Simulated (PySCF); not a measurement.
PySCF 2.14 output of an unrestricted PW91 calculation on a single atom or ion in x2c-TZVPPall (6s5p4d2f1g, 64 functions), with scalar relativity by spin-free X2C-1e:

```
SCF conv_tol = 1e-09
number electrons alpha = 10  beta = 9
    J. P. Perdew. In P. Ziesche and H. Eschrig, editors, Proceedings of the 75. WE-Heraeus-Seminar and 21st Annual International Symposium on Electronic Structure of Solids, 11. Berlin, 1991. Akademie Verlag.
    J. P. Perdew, J. A. Chevary, S. H. Vosko, K. A. Jackson, M. R. Pederson, D. J. Singh, and C. Fiolhais.,  Phys. Rev. B 46, 6671 (1992)
    J. P. Perdew, J. A. Chevary, S. H. Vosko, K. A. Jackson, M. R. Pederson, D. J. Singh, and C. Fiolhais.,  Phys. Rev. B 48, 4978 (1993)
    J. P. Perdew. In P. Ziesche and H. Eschrig, editors, Proceedings of the 75. WE-Heraeus-Seminar and 21st Annual International Symposium on Electronic Structure of Solids, 11. Berlin, 1991. Akademie Verlag.
    J. P. Perdew, J. A. Chevary, S. H. Vosko, K. A. Jackson, M. R. Pederson, D. J. Singh, and C. Fiolhais.,  Phys. Rev. B 46, 6671 (1992)
    J. P. Perdew, J. A. Chevary, S. H. Vosko, K. A. Jackson, M. R. Pederson, D. J. Singh, and C. Fiolhais.,  Phys. Rev. B 48, 4978 (1993)
cycle= 1 E= -763.187883351592  delta_E= -0.00506  |g|= 0.0126  |ddm|= 0.175
cycle= 2 E= -763.187929214136  delta_E= -4.59e-05  |g|= 0.00551  |ddm|= 0.0171
cycle= 3 E= -763.187938054613  delta_E= -8.84e-06  |g|= 0.000274  |ddm|= 0.00631
cycle= 4 E= -763.187938078602  delta_E= -2.4e-08  |g|= 1.38e-05  |ddm|= 0.000309
cycle= 5 E= -763.187938078832  delta_E= -2.3e-10  |g|= 6.97e-07  |ddm|= 4.13e-05
converged SCF energy = -763.187938078832  <S^2> = 0.75001686  2S+1 = 2.0000169
```

The run itself started from symmetry-adapted Hartree-Fock orbitals and held the occupation by maximum overlap, on a logarithmic radial grid, so the iterations belong to that start.

Which element, charge and spin multiplicity is this?

Sc(2+) (scandium, charge +2), multiplicity 2; the state was [Ar] 4p1, 2P determinant (an excited configuration).
